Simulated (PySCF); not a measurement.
Spinor energies of C⁺ (carbon, charge +1)

Start: [He] 2s1 2p2; 2s1/2 filled at m_j = +1/2; 2p3/2 filled at m_j = +1/2, +3/2. Calculated with PySCF 2.14 in x2c-SVPall-2c with one added diffuse shell of s type (4s2p1d, 15 functions): generalised Hartree-Fock with the X2C-1e Hamiltonian and a Gaussian nucleus; one run each with spin-orbit coupling (SO) switched off, then screened by Boettger's factors. This is a chosen level, not necessarily the ground level.

```json
{"spinor shell": "1s1/2", "electrons": "2", "ε, spin-free (eV)": "-322.55", "ε, screened SO (eV)": "-322.55", "weight of nominal j (screened SO)": "1.000", "rms radius, screened SO (bohr)": "0.312"}
{"spinor shell": "2s1/2", "electrons": "1", "ε, spin-free (eV)": "-36.080", "ε, screened SO (eV)": "-36.080", "weight of nominal j (screened SO)": "1.000", "rms radius, screened SO (bohr)": "1.58"}
{"spinor shell": "2p3/2", "electrons": "2", "ε, spin-free (eV)": "-25.856", "ε, screened SO (eV)": "-25.855", "weight of nominal j (screened SO)": "0.833", "rms radius, screened SO (bohr)": "1.64"}
```

```json
{"quantity": "E (hartree)", "spin-free": "-37.13624", "screened SO": "-37.13612"}
{"quantity": "M_J", "spin-free": "5/2", "screened SO": "5/2"}
{"quantity": "⟨J²⟩", "spin-free": "8.751", "screened SO": "8.751"}
{"quantity": "⟨L²⟩", "spin-free": "2.001", "screened SO": "2.001"}
{"quantity": "⟨S²⟩", "spin-free": "3.750", "screened SO": "3.750"}
```

Each row is a mean over spinors that exchange with the open shell spreads, by up to 3.372 eV (1s1/2).

Rows whose weight is well below 1 are mixtures of j = l ± 1/2: exchange outweighs spin-orbit coupling there, and the label is only the starting occupation.

Without spin-orbit coupling the j labels of p, d and f shells carry no meaning; the spin-free column gives the mean over the occupied spinors of each nl shell.
